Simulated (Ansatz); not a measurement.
Program: Ansatz. Geometries: PBE0-D4/def2-TZVP. ΔE: electronic, gas phase. CCSD(T)/CBS is the MP2 limit (def2-TZVPP, def2-QZVPP) plus CCSD(T) − MP2 in def2-TZVPP, frozen cores. This one scheme is used for every species. For Se, Ti outer-core shells are correlated without core-valence functions, which leaves a few kJ/mol of doubt a bond. Scalar relativity is left out up to krypton. Each species was taken in one conformer, which may not be the lowest.

Reaction (redistribution): `C[Se][Ti]([OH])([F])[F]` + `OBF` → `[OH][Ti]([OH])([F])[F]` + `C[Se]BF`

```
         level  ΔE (kJ/mol)
MP2/def2-QZVPP         61.0
 MP2/CBS(def2)         61.4
```

(1) What does CCSD(T)/CBS give? (An estimate is asked.)

Largest T1 diagnostic among the species: 0.023, so the coupled-cluster value is less sure than usual.

Results:

(1) Ansatz gave: +56.7 kJ/mol. The listed levels differ from it by 4.3, 4.7 kJ/mol.

In def2-TZVPP, CCSD(T) changes the Hartree–Fock value by +5.7 kJ/mol (the triples alone add +5.9 kJ/mol) and MP2 by +10.4 kJ/mol. The D4 term adds +3.9 kJ/mol with B3LYP and +2.4 kJ/mol with PBE0; it sums over pairs of atoms, weighted by their polarisabilities, and B3LYP, whose exchange is more repulsive, gets the larger term.

B3LYP here is the variant with VWN-RPA as its local correlation; programs differ in this.
